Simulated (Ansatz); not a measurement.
A nudged elastic band was laid between two geometries of Cl2FHSi (5 atoms, charge 0, multiplicity 1).

The calculation used RKS PBE-D4/def2-SVP in Ansatz 0.2.0.

```
movable images  : 9
climbing image  : yes
spring          : 5.0 eV/Å²
optimiser       : quadratic models (default)
start path      : through a guess of the saddle point
force threshold : 0.05 eV/Å
iteration limit : 60
end points      : relaxed
```

Initial state:

```xyz
5
Properties=species:S:1:pos:R:3
Si 0.303 -0.029 0.091
Cl 0.635 -0.037 2.116
H 1.593 0.000 -0.650
F -0.557 1.299 -0.276
Cl -0.799 -1.675 -0.450
```

Final state:

```xyz
5
Properties=species:S:1:pos:R:3
Si -0.264 -0.026 -0.936
Cl 1.480 -0.120 1.547
H 2.524 0.167 0.827
F -1.145 1.223 -0.312
Cl -1.420 -1.684 -0.293
```

Problem. Which bonds break or form, and what moves?

Solution. Bonds broken: Si1–Cl2, Si1–H3. Bonds formed: Cl2–H3. Cl2FHSi becomes ClFSi + ClH.

Problem. Give the energies along the band, and the barrier.

Solution. The forces met the threshold. The highest image is number 5 of 0 to 10, 2.62 eV above the first end and 0.45 eV above the last; the last end lies 2.17 eV above the first. A vibrational analysis at the climbing image gives one clearly imaginary mode, 769i cm⁻¹: a first-order saddle point. The orbitals stay closed-shell, which can raise the energy where a bond breaks towards radicals; this wasn't checked here.

```tsv
image	path coordinate (Å)	energy (eV)	Si1–Cl2 (Å)	Si1–H3 (Å)	Cl2–H3 (Å)
0	0.00	0.00	2.05	1.49	2.93
1	0.28	0.12	2.05	1.48	2.68
2	0.56	0.56	2.08	1.47	2.39
3	0.83	1.39	2.18	1.48	2.10
4	1.11	2.28	2.35	1.52	1.85
5	1.39	2.62	2.53	1.64	1.61
6	1.71	2.41	2.77	1.92	1.38
7	2.02	2.27	3.02	2.28	1.32
8	2.34	2.22	3.08	2.64	1.30
9	2.66	2.18	3.04	2.99	1.30
10	2.98	2.17	3.04	3.30	1.30
```

Problem. What is the geometry of the highest image?

Solution. 
```xyz
5
Properties=species:S:1:pos:R:3
Si 0.197 -0.013 -0.476
Cl 1.171 -0.046 1.858
H 1.635 0.030 0.315
F -0.800 1.275 -0.362
Cl -1.028 -1.687 -0.504
```

Problem. What are the harmonic wavenumbers there?

Solution. 769i, 102, 152, 245, 463, 565, 611, 870, 1546 cm⁻¹.

The band took 13 iterations and roughly 4 core-minutes.

The run took 3.7 min on 1 thread of Arm Neoverse V2 (shared host), peak memory 0.12 GiB.
